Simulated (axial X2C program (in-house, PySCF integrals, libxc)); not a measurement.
**Estimating the spin–orbit splitting of the π levels of CaTe**

All values were computed with an axial X2C code built on PySCF integrals. Spin-free means the one-electron spin-free X2C Hamiltonian; two-component (2c) means X2C with spin–orbit coupling and atomic mean-field two-electron Coulomb and Gaunt terms, so the difference of the two also holds small scalar two-electron terms. Basis: Te dyall-cv3z [11s12p8d4f1g], Ca dyall-cv3z [11s12p6d4f] (cores contracted in-house); Gaussian nuclei, density fitting, unrestricted open shells. Masses: Te 129.906 u, Ca 39.963 u.

Hartree–Fock at 2.659 Å, closed shell. Valence p splittings ε(p3/2) − ε(p1/2) of spherical Dirac–Hartree–Fock atoms with fractionally filled p shells: Te 5p 0.850 eV.

```tsv
filled π level (eV), spin-free	Te p share	Ca p share
-6.47	0.78	0.09
```

In first order a p shell splits by 3ζ/2 and a π orbital by ζ. Estimate the splitting of each π level from the shares.

level -6.47 eV: (2/3) × (0.78 × 0.850) = 0.44 eV.

The two-component Hartree–Fock calculation gives:

```json
{"ε(ω = 1/2) (eV)": "-6.477", "σ share of it": "0.34", "ε(ω = 3/2) (eV)": "-6.279", "splitting (eV)": "0.20", "estimate (eV)": "0.44"}
```

The estimate leaves out the mixing of π1/2 with σ1/2 levels, which pushes the ω = 1/2 spinor up or down, the d and f parts of the orbital, small shares of the strongly split outer-core p shell of a metal, the Gaunt term (absent from the atomic values), and the change of the atomic p orbitals with charge; Löwdin shares depend on the basis.
